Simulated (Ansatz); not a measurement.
How methods differ on GaSiH7O (SMILES [SiH3][OH+][GaH3-])

GaSiH7O has 10 atoms, charge 0, and is taken as a singlet. SMILES: `[SiH3][OH+][GaH3-]`. The coordinates come from a PBE0-D4/def2-TZVP relaxation.

Each level gives the electronic atomisation energy (eV). The values are calculated. Electronic energies at fixed atoms, without zero-point motion or spin-orbit coupling.

```csv
level,kind,program,value (eV),CPU time (all runs)
HF/6-31G* (spherical functions),Hartree–Fock,Ansatz,21.05,3.3 s
SVWN5/6-31G* (spherical functions),LDA,Ansatz,32.06,8.6 s
PBE/6-31G* (spherical functions),GGA,Ansatz,28.03,13 s
revPBE/6-31G* (spherical functions),GGA,Ansatz,27.18,14 s
B3LYP/6-31G* (spherical functions),global hybrid,Ansatz,28.16,16 s
wB97X/6-31G* (spherical functions),range-separated hybrid,Ansatz,28.70,48 s
PBE-QIDH/6-31G* (spherical functions),double hybrid,Ansatz,27.19,16 s
RPA@PBE/6-31G* (spherical functions),RPA,Ansatz,25.08,23 s
CCSD/6-31G* (spherical functions),coupled cluster or CI,Ansatz,25.30,12 s
```

All-electron rows without a relativistic Hamiltonian named are non-relativistic. The values span 21.05 to 32.06 eV. In the correlated wave-function rows the outer d shell of Ga is correlated, in sets not made for it. CPU times are rough (shared hosts, several kinds of processor): they show what a rung costs within a factor of a few.
